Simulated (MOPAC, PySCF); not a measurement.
CH$_{2}$B$_{2}$, SMILES `B=C=B`, neutral singlet in the gas phase. 

Cartesian coordinates (Å):
```xyz
5

B      1.2529     0.1094     0.4510
C      0.0004    -0.1411    -0.0011
B     -1.2528    -0.3919    -0.4514
H      2.3376     0.3262     0.8426
H     -2.3380    -0.6092    -0.8412
```
Charge 0, spin multiplicity 1.

All levels are single points at this geometry (PBE0-D3(BJ)/def2-TZVP); Pople sets use spherical d functions. Orbital energies aren't observables, and empty levels follow the basis.

```json
[
 {"level": "PBE-D3(BJ)/def2-TZVP in PySCF", "HOMO (eV)": "-6.59", "LUMO (eV)": "-2.71", "gap (eV)": "3.87", "dipole (D)": "0.00", "vertical IE, Delta-SCF (eV)": "–"},
 {"level": "PBE0-D3(BJ)/def2-TZVP in PySCF", "HOMO (eV)": "-7.55", "LUMO (eV)": "-1.83", "gap (eV)": "5.72", "dipole (D)": "0.00", "vertical IE, Delta-SCF (eV)": "–"},
 {"level": "B3LYP/3-21G in PySCF", "HOMO (eV)": "-7.22", "LUMO (eV)": "-1.76", "gap (eV)": "5.46", "dipole (D)": "0.00", "vertical IE, Delta-SCF (eV)": "–"},
 {"level": "M06-2X/6-31G* in PySCF", "HOMO (eV)": "-8.30", "LUMO (eV)": "-0.55", "gap (eV)": "7.75", "dipole (D)": "0.00", "vertical IE, Delta-SCF (eV)": "–"},
 {"level": "SVWN5/6-31G* in PySCF", "HOMO (eV)": "-6.44", "LUMO (eV)": "-2.56", "gap (eV)": "3.89", "dipole (D)": "0.00", "vertical IE, Delta-SCF (eV)": "10.18"},
 {"level": "HF/3-21G in PySCF", "HOMO (eV)": "-9.49", "LUMO (eV)": "1.95", "gap (eV)": "11.44", "dipole (D)": "0.00", "vertical IE, Delta-SCF (eV)": "–"},
 {"level": "HF/6-31G* in PySCF", "HOMO (eV)": "-9.27", "LUMO (eV)": "2.20", "gap (eV)": "11.47", "dipole (D)": "0.00", "vertical IE, Delta-SCF (eV)": "7.96"},
 {"level": "PM3 in MOPAC", "HOMO (eV)": "-11.27", "LUMO (eV)": "-0.40", "gap (eV)": "10.87", "dipole (D)": "0.00", "vertical IE, Delta-SCF (eV)": "–"},
 {"level": "PM6 in MOPAC", "HOMO (eV)": "-9.21", "LUMO (eV)": "0.38", "gap (eV)": "9.58", "dipole (D)": "0.00", "vertical IE, Delta-SCF (eV)": "–"}
]
```
